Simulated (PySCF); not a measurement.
Nuclear quadrupole coupling in `O=[P@@]([O-])(CC(F)(F)F)C1CC1`

C5H7F3O2P (charge -1).
Numbering: `[O:1]=[P@@:2]([O-:3])([CH2:4][C:5]([F:6])([F:7])[F:8])[CH:9]1[CH2:10][CH2:11]1` (hydrogens: H12, H13 on C4; H14 on C9; H15, H16 on C10; H17, H18 on C11)

Structure used (GFN2-xTB), in Å, numbered top down from 1:
```
atom  x, y, z in Å
O1    -0.8333   -2.1232    0.2855
P2     0.0232   -0.9931    0.7289
O3     0.7078   -1.0418    2.0433
C4     1.3313   -0.7748   -0.6445
C5     2.4430    0.1228   -0.2457
F6     3.2832    0.3997   -1.3065
F7     2.0582    1.3370    0.1753
F8     3.2581   -0.3713    0.6881
C9    -0.8786    0.6024    0.5165
C10   -1.8381    0.6876   -0.6249
C11   -2.3499    0.5018    0.7642
H12    0.8721   -0.3903   -1.5542
H13    1.7382   -1.7685   -0.8364
H14   -0.3688    1.4992    0.8419
H15   -1.9873    1.6421   -1.1147
H16   -1.8830   -0.1675   -1.2835
H17   -2.7222   -0.4783    1.0253
H18   -2.8624    1.3226    1.2497
```

Field gradients from the PBE0/pcSseg-1 density (PySCF, non-relativistic), principal values in atomic units, ordered |Vxx| ≤ |Vyy| ≤ |Vzz|:

| atom | Vxx | Vyy | Vzz |
| --- | --- | --- | --- |
| O1 | -0.3350 | -0.3997 | 0.7348 |
| O3 | -0.3190 | -0.4277 | 0.7467 |

Problem. Find the asymmetry η = (Vxx − Vyy)/Vzz and the couplings χ = eQV/h (234.96 MHz × Q in barn × V in au), with Q(17O) = −0.0256 b.

Solution. 
```
atom         environment  nucleus     η  χzz (MHz)  χxx (MHz)  χyy (MHz)
  O1  oxygen bonded to P      17O  0.09     -4.420      2.015      2.405
  O3  oxygen bonded to P      17O  0.15     -4.491      1.919      2.573
```

The tensor is traceless: Vxx + Vyy + Vzz = 0.

Problem. What is Vzz at O3 in SI units (1 au = 9.71736 × 10²¹ V/m²)?

Solution. 0.7467 au = 7.256 × 10²¹ V/m².

Were the hydrogens deuterons (Q(2H) = 0.00286 b), χzz would run from 209 kHz (H13) to 224 kHz (H18, H15 and H14).

One conformer (not necessarily the lowest) at the GFN2-xTB geometry, without solvent, vibrations or thermal averaging. The pcSseg-1 basis has no diffuse functions, a weakness for an anion. GFN2-xTB bond lengths can be off by several hundredths of an ångström, more for odd bonds, and the gradients follow them. A larger basis could move these couplings by a tenth or more.

The run behind these numbers computed NMR shieldings as well. The run took 40 s wall on an Arm Neoverse V2 with one thread (shared host), and the process peaked at 1.0 GiB of memory.
